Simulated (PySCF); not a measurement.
**Exercise with solution: chemical shift, span and skew from a shielding tensor**

BHFCl, SMILES FBCl. Atoms are numbered in the order given.

```xyz
4

B     -0.5310     0.5766     0.0000
H     -1.7035     0.7788     0.0000
F      0.3143     1.5787     0.0000
Cl     0.0900    -1.0512     0.0000
```
Charge 0, spin multiplicity 1.

Coordinates come from a PBE0-D3(BJ)/def2-TZVP optimisation.

GIAO shieldings from KT2/pcSseg-2 (PySCF), non-relativistic, no solvent. The symmetric part of the tensor of F3 has the principal values -21.2, 118.7, 395.1 ppm. The same nucleus in CFCl3 has σ = 125.1 ppm at this level (PySCF, at its B3LYP-D3(BJ)/def2-TZVP geometry). Without spin–orbit terms, shifts of atoms bonded to Cl or Br come out too high.

Q: Work out the isotropic shielding, the ¹⁹F shift against CFCl3, the span and the skew.

A: 
σ(iso) = (σ11 + σ22 + σ33)/3 = 164.2 ppm. δ = σ(ref) − σ(iso) = 125.1 − (164.2) = -39.1 ppm.
Span Ω = σ33 − σ11 = 416.3 ppm. Skew κ = 3(σ(iso) − σ22)/Ω = 0.33. Tumbling in solution averages the tensor to δ; in a static solid the shielding alone would spread this spin-1/2 line over Ω.
